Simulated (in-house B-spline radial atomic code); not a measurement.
The numbers below are computed, except where a source is named.
## Building a PAW s channel for Zr, r_c = 2.9 bohr

Zr, [Kr] 4d2 5s2, non-relativistic PBE, spherical and spin-unpolarised, from an all-electron radial atomic-structure program (B-spline basis) (atomic units; all potentials screened as in the neutral atom).

Two all-electron partial waves φ1, φ2 are integrated outwards at E1 = ε(5s) = -0.157082 and E2 = E1 + 0.5 hartree; φ1 is the bound orbital and φ2 has unit norm inside r_c = 2.8957 bohr. Smooth partners are polynomials, r^1(a0 + a1 r² + a2 r⁴ + a3 r⁶), matched to φ and three derivatives at r_c, with no condition on the norm. The local potential is -3.25257 + (0.897437) r² + (-0.102394) r⁴ + (0.00423033) r⁶ inside 2.4557 bohr and the all-electron one outside.

| wave | φ(r_c) | φ'(r_c) | a0 | a1 | a2 | a3 |
| --- | --- | --- | --- | --- | --- | --- |
| 1 | 0.5619813 | 0.09307972 | 0.02875924 | 0.06175379 | -0.006957561 | 0.0002318496 |
| 2 | 0.73288 | -0.7638276 | 0.3357706 | 0.08734205 | -0.01712865 | 0.0006602729 |

Inside r_c the overlaps are <φi φj> = [[0.25789, 0.49747], [0.49747, 1.00000]] and, for the smooth waves, [[0.25938, 0.54469], [0.54469, 1.25635]]. With χj = (Ej − T − V_local) applied to smooth wave j, the program's quadrature gives the matrix B_ij = <smooth i, χj> as [[0.12403, 0.39761], [0.37400, 1.24504]].

Task: Check the match of the first wave, and find the augmentation charges q_ij.

Result: At r_c the four terms are 0.08328, 1.49942, -1.41653, 0.39581, which sum to 0.5620, φ1(r_c) to rounding. q_ij is the all-electron overlap less the smooth one: [[-0.00149, -0.04722], [-0.04722, -0.25635]]. The smooth first wave has a norm of 0.2594 inside r_c against 0.2579, so q11 is negative and must stay small enough for the overlap operator to be positive.

Task: B isn't symmetric. Show that D_ij = B_ij + Ej q_ij is.

Result: Integrating by parts gives B12 − B21 = (E1 − E2) q12: 0.39761 − (0.37400) = 0.02361, and −0.5 × (-0.04722) = 0.02361. So D12 = 0.39761 + (0.342918)(-0.04722) = 0.38142 and D21 = 0.37400 + (-0.157082)(-0.04722) = 0.38142; D11 = 0.12426, D22 = 1.15713. The projectors, p = (B⁻¹)ᵀ χ, are dual to the smooth waves; det B = 0.0057, small beside B11 B22, as the two smooth waves look alike inside r_c.

Solving (T + V_local + Σ p D p) ψ = E (1 + Σ p q p) ψ in a sphere of 9 bohr, whose wall lifts the free-atom level a little, gives these levels:

| all-electron | one projector | two projectors |
| --- | --- | --- |
| -0.155083 | -0.417800 | -3.642640 |
| 0.124661 | -0.155083 | -0.155083 |
| 0.512953 | 0.125199 | 0.124656 |
| 1.063980 | 0.511898 | 0.512926 |
| 1.765800 | 1.044400 | 1.062130 |

Task: What does the second projector gain?

Result: With one projector a ghost lies below the reference level, so the set fails. With two a ghost lies below the reference level, so the set fails. The lowest eigenvalue of the overlap operator is 0.9825 with one and 0.09278 with two projectors. The smooth orbital alone needs a cutoff of 2.08 hartree for 1 millihartree of kinetic energy, against 3.48 for a norm-conserving Troullier-Martins orbital of the same radius, which is no gain while the set fails.
